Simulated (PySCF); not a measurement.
Geometry:
| atom | x (Å) | y (Å) | z (Å) |
| --- | --- | --- | --- |
| O1 | 2.417 | 0.350 | -0.714 |
| C2 | 2.328 | 0.091 | 0.453 |
| O3 | 3.392 | -0.158 | 1.226 |
| C4 | 1.044 | 0.017 | 1.255 |
| C5 | -0.155 | 0.028 | 0.354 |
| C6 | -0.896 | 1.177 | 0.118 |
| C7 | -1.976 | 1.160 | -0.748 |
| C8 | -2.331 | -0.009 | -1.400 |
| C9 | -1.605 | -1.167 | -1.185 |
| C10 | -0.531 | -1.128 | -0.318 |
| F11 | 0.172 | -2.263 | -0.100 |
| H12 | 4.209 | -0.108 | 0.705 |
| H13 | 1.081 | -0.897 | 1.852 |
| H14 | 1.029 | 0.870 | 1.936 |
| H15 | -0.620 | 2.092 | 0.619 |
| H16 | -2.541 | 2.064 | -0.916 |
| H17 | -3.171 | -0.021 | -2.077 |
| H18 | -1.855 | -2.093 | -1.679 |

[PySCF 2.14: shieldings: GIAO PBE0/pcSseg-1; GFN2-xTB geometry; relativity neglected; equivalent nuclei averaged; in vacuum; one computed conformer]

Question: Predict the 2D correlation tables (HSQC, COSY, HMBC).

Answer: 

HSQC (one-bond C–H):
```csv
δH,δC
7.62 (H17),134.9 (C8)
7.48 (H15),137.9 (C6)
7.41 (H16),129.0 (C7)
7.39 (H18),121.3 (C9)
3.72 (H13/H14),37.0 (C4)
```

COSY cross peaks (H two or three bonds apart, from the bond graph; peaks can be absent where the dihedral angle is near 90°):
```csv
δH,δH
7.62 (H17),7.41 (H16)
7.62 (H17),7.39 (H18)
7.48 (H15),7.41 (H16)
```

HMBC (two and three bonds, from the bond graph):
```csv
δH,δC
7.62 (H17),"171.7 (C10), 137.9 (C6), 129.0 (C7), 121.3 (C9)"
7.48 (H15),"171.7 (C10), 134.9 (C8), 129.0 (C7), 128.7 (C5), 37.0 (C4)"
7.41 (H16),"137.9 (C6), 134.9 (C8), 128.7 (C5), 121.3 (C9)"
7.39 (H18),"171.7 (C10), 134.9 (C8), 129.0 (C7), 128.7 (C5)"
3.72 (H13/H14),"176.5 (C2), 171.7 (C10), 137.9 (C6), 128.7 (C5)"
```

Referencing at the same level of theory: $^{1}$H (σ = 31.72 ppm), $^{13}$C (σ = 186.93 ppm) vs TMS.

Short H···H contacts in this conformer between protons four or more bonds apart (candidates for NOE cross peaks, intensity ∝ r⁻⁶): H14···H15 2.44 Å.

The OH or NH signal is concentration- and solvent-dependent in practice; the value given is the gas-phase one. Shifts are as computed. Against solution values, carbons near 30 ppm lie about +3 ppm off and those near 130 ppm about +5 ppm. Of 1211 compounds with measured shifts, 218 miss one by over three times the rms of a fit or turn the order of signals round; such compounds aren't used in these exercises. The C=O carbon of an acid or of an amide with N–H lies up to 10 ppm further downfield in solution, through hydrogen bonding that the calculation lacks.
